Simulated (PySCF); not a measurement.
Working out the ionisation energy of Fe

Fe [Ar] 3d6 4s2 (5D) → Fe⁺ [Ar] 3d6 4s1 (6D). Computed with PySCF 2.14 in def2-TZVP, with no relativity, point nucleus. Frozen: [Ar]. Energies in hartree (1 hartree = 27.21139 eV):

```csv
part,Fe (lower),Fe⁺ (upper)
UHF,-1262.427471,-1262.193370
MP2 opposite-spin,-0.075379,-0.044904
MP2 same-spin,-0.068626,-0.067642
```

Question: What does Hartree-Fock give?

Answer: (-1262.193370) − (-1262.427471) = 0.234101 hartree = 6.370 eV.

Question: What do MP2 and SCS-MP2 (6/5 opposite-spin, 1/3 same-spin) give?

Answer: The opposite-spin parts differ by 0.829 eV and the same-spin parts by 0.027 eV. MP2: 6.370 + (0.829) + (0.027) = 7.226 eV. SCS-MP2: 6.370 + 1.2 × (0.829) + (0.027)/3 = 7.374 eV.

Measured between the centres of the two terms (NIST): 7.904 eV, so MP2 (valence) is off by -0.678 eV.

The calculation is non-relativistic.

What remains against the reference includes basis incompleteness, the frozen core and correlation beyond second order.
